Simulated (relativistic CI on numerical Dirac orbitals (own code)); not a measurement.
## Cr⁶⁺ in a cubic cluster: L2,3 absorption with charge transfer

Computed with a charge-transfer multiplet model of a cubic metal-ligand cluster with up to 2 ligand holes, Slater and spin-orbit integrals from Dirac-Coulomb-Breit ions, Slater integrals scaled by 0.7. The ground state mixes d0 with configurations of k ligand holes L, whose averages lie at kΔ + k(k − 1)U_dd/2; a core hole lowers each added d electron by U_cd. 300 K, Lorentzian 0.4 eV and Gaussian 0.3 eV FWHM.

Atomic integrals in eV (Slater integrals scaled, ζ unscaled), ground: F2dd 8.205, F4dd 5.167, zeta_d 0.039; with the core hole: F2dd 8.205, F4dd 5.167, zeta_d 0.067, zeta_core 5.615, F2cd 6.030, G1cd 4.759, G3cd 2.711. Where a configuration has fewer than two d electrons, the dd integrals are those of d2.

Cluster parameters (eV): U_dd = 6, U_cd = 6.7, 10Dq = 0.7, 10Dq(ligand) = 1.5, V(eg) = 3.25, V(t2g) = -1.44, final-state hopping factor = 1.

| Case | n_d | d0 | d1L | d2L2 | S |
| --- | --- | --- | --- | --- | --- |
| Δ = -0.1 eV | 0.95 | 0.25 | 0.56 | 0.20 | 0.00 |
| Δ = 1.9 eV | 0.81 | 0.33 | 0.52 | 0.14 | 0.00 |
| Δ = 2.9 eV | 0.74 | 0.38 | 0.50 | 0.12 | 0.00 |

Weights, n_d and S are thermal averages at 300 K. Photon energies count from the first peak over 30 % of the highest in each spectrum, which can be another peak from case to case. The parameters are a model scan and need not match a compound or its usual spin state. Peaks in eV (height, largest 100):
- Δ = -0.1 eV: -2.3 (17), 0.0 (95), 2.8 (8), 3.5 (9), 6.5 (33), 8.4 (100)
- Δ = 1.9 eV: -2.4 (15), 0.0 (100), 3.4 (7), 4.1 (8), 6.4 (26), 8.2 (90)
- Δ = 2.9 eV: -2.3 (14), 0.0 (100), 4.5 (8), 5.6 (12), 6.6 (24), 7.3 (22), 8.3 (95)

Curve for Δ = 2.9 eV (points under 2 left out, the grid thinned):

(E (eV), Intensity): (-3.8, 2.1), (-3.4, 2.3), (-3.1, 2.4), (-2.8, 4.8), (-2.4, 13.2), (-2.0, 7.8), (-1.7, 3.9), (-1.4, 3.6), (-1.0, 5.6), (-0.6, 14.0), (-0.3, 44.0), (0.0, 100.0), (0.4, 33.1), (0.8, 9.3), (1.1, 5.3), (1.4, 3.9), (1.8, 3.1), (2.2, 3.2), (2.5, 3.5), (2.8, 3.9), (3.2, 4.6), (3.6, 6.1), (3.9, 6.6), (4.2, 7.0), (4.6, 8.2), (5.0, 6.6), (5.3, 9.6), (5.6, 12.3), (6.0, 12.2), (6.4, 20.0), (6.7, 23.7), (7.0, 21.6), (7.4, 22.2), (7.8, 35.0), (8.1, 78.4), (8.4, 88.2), (8.8, 32.4), (9.2, 11.9), (9.5, 6.2), (9.8, 3.9), (10.2, 2.9), (10.6, 2.3), (11.7, 2.2), (12.0, 2.8), (12.4, 2.1)

A d0 ion has no d-d gap: its lowest excitations are ligand-to-metal charge transfer. With the core hole the configuration with one ligand hole lies at Δ + U_dd − U_cd = -0.8, 1.2, 2.2 eV from the one without, in the order of the table; where this is negative the screened configuration lies lower, though the effective hopping of about 6.8 eV (from the holes of the mixed ground state) mixes the two strongly wherever it is as large as the gap.

With at most 2 ligand holes the space is cut while the next configuration still counts, so covalency is underestimated, and a final configuration with one more ligand hole, which can lie low, is missing from the spectra.
